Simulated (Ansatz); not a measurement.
Computed with Ansatz.

A structure relaxed at PBE0-D4/def2-TZVP, charge 0, multiplicity 1:

```xyz
11

F    -1.858    0.029   -1.833
C    -1.205    0.303   -0.641
C     0.152   -0.348   -0.633
Ge    1.140    0.000    1.009
F     0.139   -0.605    2.307
H    -1.833   -0.072    0.172
H    -1.131    1.392   -0.555
H     0.054   -1.431   -0.741
H     0.753    0.017   -1.472
H     1.330    1.497    1.301
H     2.459   -0.782    1.085
```

**Question.** Give its formula and SMILES.

**Answer.** C2H6F2Ge, `FC[CH2][GeH2][F]`.

**Question.** Summarise the bond lengths by kind.

**Answer.** 1 × C–F 1.387 Å; 1 × C–C 1.505 Å; 4 × C–H 1.093 to 1.095 Å; 1 × C–Ge 1.948 Å; 1 × F–Ge 1.748 Å; 2 × Ge–H 1.535 to 1.537 Å.
